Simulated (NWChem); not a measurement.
# PbHCl, singlet; SMILES [Cl][PbH]

Results from NWChem. Low-valent species are run as closed-shell singlets; no triplet was tried in these runs. Geometry: optimised at PBE0/def2-SVP. def2 effective core potentials on Pb; no spin-orbit coupling. Static field.

```
level                                              isotropic polarisability (bohr³)  anisotropy (bohr³)
-------------------------------------------------  --------------------------------  ------------------
PBE/def2-SVPD                                                                  62.8                31.0
B3LYP/def2-SVPD                                                                61.5                29.5
LDA (Slater exchange, VWN5)/def2-SVPD                                          63.0                31.3
LC-BLYP (range parameter 0.33 per bohr)/def2-SVPD                               [?]                 [?]
```

Question: Complete the blanks.

Answer: 
- LC-BLYP (range parameter 0.33 per bohr)/def2-SVPD, isotropic polarisability (bohr³): 60.6
- LC-BLYP (range parameter 0.33 per bohr)/def2-SVPD, anisotropy (bohr³): 28.0
